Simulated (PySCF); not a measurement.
## Scandium: a sound run and one with changed settings

Sound run: Sc+ [Ar] 3d1 4s1, Sc(2+) [Ar] 3d1. Calculation: PySCF 2.14, in pcseg-2 (6s4p3d2f1g, 56 functions); the non-relativistic Hamiltonian (point nucleus). The sound run starts from symmetry-adapted Hartree-Fock orbitals and uses a fine grid where one is needed.

Changed run: initial guess atom, at most 50 SCF cycles, level shift 10.0 hartree.

```
species  method  sound run (hartree)  changed run (hartree)  converged
    Sc+     UHF           -759.52787             -759.52777         no
    Sc+     LDA           -758.43694             -758.43674         no
    Sc+   M06-L           -760.32932             -760.12032         no
 Sc(2+)     UHF           -759.08086             -759.08081         no
 Sc(2+)     LDA           -757.95164             -757.95164         no
 Sc(2+)   M06-L           -759.88652             -759.88652         no
```

A level shift slows the SCF but leaves a converged energy unchanged.
